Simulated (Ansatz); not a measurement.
HCl ··· Br2

The pair of HCl (SMILES Cl, atoms 1–2) and Br2 (SMILES BrBr, atoms 3–4), both closed shells, in one local arrangement (a lower one may exist), relaxed at PBE0-D4/def2-TZVP:

```xyz
4
angstrom
Cl 0.1218 0.1187 -1.5927
H -0.0926 -0.3311 -2.7709
Br 0.5653 1.0777 2.0401
Br -0.5945 -0.8653 2.3235
```

Computed with Ansatz 0.2.0 (basis: def2-TZVPPD, with def2-QZVPPD for the basis limit); correlated methods freeze the cores. Filled d shells of the heavier atoms are correlated. The def2 sets are not built for correlating such inner shells, so the correlated values are less sure here. Extrapolation: Hartree–Fock as exp(−7.88 √X), correlation as X^−2.97. Interaction energies count from these two fragments, frozen as in the pair, with the counterpoise correction; negative means bound.

What is the interaction energy by CCSD(T) at an estimated basis limit (MP2 extrapolated from triple and quadruple zeta, plus CCSD(T) − MP2 in triple zeta)? (An estimate is asked for; the value comes from the calculation.)

By the calculation: -3.4 kJ/mol. Hartree–Fock alone gives 2.9 kJ/mol at the basis limit, so without correlation the pair would not bind at this distance. Plain CCSD(T) in triple zeta gives -2.2 kJ/mol; the step to the limit is large here, so the limit is uncertain. It counts from the two fragments frozen as in the pair.

Which atoms make the shortest contact between the fragments?

Cl1 and Br3, 3.78 Å apart.

Basis-set superposition shift (counterpoise-corrected less uncorrected): CCSD(T) 2.1; MP2 2.0; HF 0.3; PBE0-D4 0.3; wB97M-V 0.3 kJ/mol.

The T1 diagnostic stays at or below 0.007.

For scale, one of the runs: CCSD(T)/def2-TZVPPD, 182 basis functions, launched by `ansatz run in.yaml --threads 4 --pin off --events-out ev --progress --plain --max-ram 9574MiB`. The run took 100 s on 4 CPU threads of an Arm Neoverse N1 (shared host), with 1.8 GiB of host memory at its peak.
